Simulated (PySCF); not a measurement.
GeH5MgN, SMILES [NH2][Mg][GeH3].

Geometry optimised at PBE0-D3(BJ)/def2-SVP. Other conformers were not sampled.

All values below come from PySCF with CAM-B3LYP/def2-TZVPD.

Isolated molecule, no solvent.

| Item | Result |
|---|---|
| total energy | -2334.97865 hartree |
| highest occupied level | -7.88 eV |
| lowest empty level | -0.31 eV |
| orbital gap | 7.57 eV |
| dipole moment | 0.281 e·Å |
| quadrupole, principal values (traceless, Buckingham form, about the centre of nuclear charge) | -8.18, 0.94, 7.24 D·Å |
| mean static polarisability | 76.7 bohr³ (11.36 Å³) |
| polarisability, principal values | 64.8, 68.5, 96.8 bohr³ |
